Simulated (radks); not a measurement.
Effect of the nuclear size on the rhodium ion Rh3+, [Kr] 4d6. Method: Dirac Kohn-Sham, BLYP, spin-unpolarised, spherical densities, finite nucleus; open shells fill j = l - 1/2 first; Fermi nuclear charge, rms radius 4.4945 fm; computed with a radial shooting solver on a logarithmic mesh with Libxc functionals. The rms radius is varied about that value; shifts are against it.

rms radius (fm)  total energy shift (eV)  density at nucleus (e/bohr^3)  1s1/2 shift (meV)  2s1/2 shift (meV)  4s1/2 shift (meV)  5s1/2 (empty) shift (meV)
3.9282                            -0.520                      1.231e+05               -219              -24.1             -0.812                     -0.125
4.1799                            -0.296                      1.221e+05               -125              -13.7             -0.463                     -0.071
4.4945                                 0                       1.21e+05              0.000              0.000              0.000                      0.000
4.7552                             0.260                      1.202e+05                110               12.0              0.406                      0.063
5.0428                             0.561                      1.193e+05                237               26.0              0.877                      0.135

Slopes of the eigenvalues against <r^2> in GHz/fm^2, as finite differences over the two radii next to the reference (eigenvalue slopes, not the field-shift constants of lines): 1s1/2 11000, 2s1/2 1210, 4s1/2 40.9, 5s1/2 (empty) 6.31.
